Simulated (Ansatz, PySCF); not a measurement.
The pair A = H2S (SMILES S) (first 3 atoms), B = H2 (SMILES [H][H]); geometry from B3LYP-D3(BJ)/def2-TZVP.
(charge 0, multiplicity 1):
```json
[
 {"atom": "S", "x (Å)": "0.4991", "y (Å)": "-0.6680", "z (Å)": "0.1584"},
 {"atom": "H", "x (Å)": "-0.8080", "y (Å)": "-0.9414", "z (Å)": "0.2976"},
 {"atom": "H", "x (Å)": "0.2840", "y (Å)": "0.6572", "z (Å)": "0.1677"},
 {"atom": "H", "x (Å)": "0.1559", "y (Å)": "-0.1741", "z (Å)": "3.2753"},
 {"atom": "H", "x (Å)": "-0.0537", "y (Å)": "0.0274", "z (Å)": "3.9616"}
]
```

Frozen-core correlation. CBS(a, b) extrapolates the correlation energy as X⁻³ and adds the Hartree–Fock energy of set b. MP2 and its Hartree–Fock in aug-cc-pV(Q+d)Z are density fitted.

Codes used: Ansatz (a program for electronic structure) with Gaussian orbitals; PySCF for the dispersion terms. Values without a source in brackets are computed.

The monomers are drawn apart, rigid, along the line of their centres of mass. Counterpoise-corrected interaction energies (kcal/mol):

```tsv
level	R = 4.794 Å	R = 6.064 Å
PBE/def2-TZVPPD	-0.1528	-0.0323
PBE-D3(BJ)/def2-TZVPPD	-0.2232	-0.0495
wB97M-V/def2-TZVPPD	-0.1480	-0.0412
MP2/CBS(aug-cc-pV(T+d)Z, aug-cc-pV(Q+d)Z) + ΔCCSD(T)/aug-cc-pV(T+d)Z	-0.1523	-0.0410
```

Question: R is the distance of the centres of mass. Find the local exponent m of E ∝ R⁻ᵐ between the two points.

Answer: 
m = ln(E₁/E₂)/ln(R₂/R₁): PBE/def2-TZVPPD 6.6; PBE-D3(BJ)/def2-TZVPPD 6.4; wB97M-V/def2-TZVPPD 5.4; MP2/CBS(aug-cc-pV(T+d)Z, aug-cc-pV(Q+d)Z) + ΔCCSD(T)/aug-cc-pV(T+d)Z 5.6. For scale, two fixed dipoles give m = 3, dipole and quadrupole 4, quadrupoles 5, and dispersion or dipole-induced dipole 6 at long range; at these distances several terms mix, and what is left of overlap and damping shifts m, so it need not match one of them.
